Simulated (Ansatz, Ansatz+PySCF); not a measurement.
```csv
atom,x (Å),y (Å),z (Å)
C,0.0000,0.0000,-0.7234
C,0.0000,0.0000,0.7234
H,0.0000,-0.9325,-1.3026
H,0.0000,0.9325,-1.3026
H,-0.9325,0.0000,1.3026
H,0.9325,0.0000,1.3026
```

Basis set: def2-SVP (spherical functions). Correlated methods keep 2 orbitals frozen. Correlation on ROHF uses semicanonical orbitals with singles. Charge 0, multiplicity 3.

Computed with Ansatz (development build ahead of 0.2.0); each method stands on the lowest determinant of its kind that the runs found. Restricted functionals stand beside restricted open-shell atoms, which can lie above the unrestricted atoms usual in DFT and then raise those values.

Question: Give the atomization energy at this shape (free ground-state atoms in the same class of orbitals less the molecule, no zero-point energy) of triplet C₂H₄ by ωB97X (unrestricted), ωB97X (restricted open-shell), r²SCAN (unrestricted), r²SCAN (restricted open-shell), PBE0 (unrestricted), PBE (unrestricted), UHF-CCSD(T), ROHF-MP2, UHF-MP2, UHF, ROHF.

Answer:

| method | atomization energy |
| --- | --- |
| ωB97X (unrestricted) | 21.64 eV |
| ωB97X (restricted open-shell) | 21.71 eV |
| r²SCAN (unrestricted) | 22.02 eV |
| r²SCAN (restricted open-shell) | 22.06 eV |
| PBE0 (unrestricted) | 21.93 eV |
| PBE (unrestricted) | 22.10 eV |
| UHF-CCSD(T) | 20.63 eV |
| ROHF-MP2 | 20.63 eV |
| UHF-MP2 | 20.59 eV |
| UHF | 16.92 eV |
| ROHF | 16.98 eV |

Caution: another spin multiplicity may lie lower.
